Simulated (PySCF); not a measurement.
Species: C7H8BrN.
Structure used (PBE0-D3(BJ)/def2-SVP), in Å, numbered top down from 1:
```xyz
17
C7H8BrN angstrom
C     -3.802    0.355    0.155
N     -2.653   -0.466    0.397
C     -1.386    0.037    0.539
C     -1.137    1.419    0.642
C      0.164    1.885    0.813
C      1.251    1.017    0.879
C      0.995   -0.350    0.768
Br     2.438   -1.570    0.845
C     -0.289   -0.847    0.602
H     -3.982    1.051    0.991
H     -3.724    0.957   -0.772
H     -4.691   -0.285    0.069
H     -2.717   -1.437    0.130
H     -1.960    2.132    0.589
H      0.336    2.961    0.893
H      2.269    1.385    1.009
H     -0.452   -1.924    0.525
```

Theory: PySCF, TDDFT B3LYP/def2-SVPD, vertical, gas phase, core orbitals frozen in the response. The B3LYP/def2-SVPD calculation is non-relativistic and has no spin–orbit coupling, an omission that weighs most on bromine.

Transition dipole moments from the ground state, in atomic units and in the frame of the coordinates above (overall signs are arbitrary), for the states with f of 0.002 or more among the lowest 6:

```json
{"state": "S1", "E (eV)": "4.447", "μx": "-0.394", "μy": "0.541", "μz": "-0.011"}
{"state": "S3", "E (eV)": "5.203", "μx": "0.097", "μy": "-0.009", "μz": "0.135"}
{"state": "S4", "E (eV)": "5.260", "μx": "-0.851", "μy": "-0.347", "μz": "-0.146"}
{"state": "S6", "E (eV)": "5.669", "μx": "0.148", "μy": "-0.008", "μz": "0.247"}
```

**Question.** What oscillator strength does each state have?

**Answer.** f = (2/3) ΔE |μ|² with ΔE in hartree (27.2114 eV).

| state | \|μ\|² (au) | \|μ\| (D) | f |
| --- | --- | --- | --- |
| S1 | 0.448 | 1.70 | 0.049 |
| S3 | 0.028 | 0.42 | 0.004 |
| S4 | 0.865 | 2.36 | 0.111 |
| S6 | 0.083 | 0.73 | 0.012 |

**Question.** Which bond between heavy atoms lies closest to the direction of the S4 transition dipole?

**Answer.** C7–C9, N2–C3 and C4–C5, at 2° from it; next C1–N2, C6–C7 and C3–C4 at 57°.

**Question.** What angle do the transition dipoles of S4 and S6 make?

**Answer.** |cos θ| = |μa·μb| / (|μa| |μb|) = 0.59, so θ ≈ 54° (taken between 0 and 90°, since the signs are arbitrary).

**Question.** What peak molar absorption coefficient would the strongest computed level give as a lone Gaussian band 0.4 eV wide at half height?

**Answer.** ε(max) = 2.175×10⁸ f / FWHM, with the width in cm⁻¹. S4: 2.175×10⁸ × 0.1115 / 3226 ≈ 7500 L mol⁻¹ cm⁻¹.

Hardware: one thread, Intel Xeon 6975P-C (x86_64), shared host with 128 logical CPUs at a one-minute load of 29. Cost: 52 s wall, 1.3 GiB resident at most.

One conformer stands for the species.
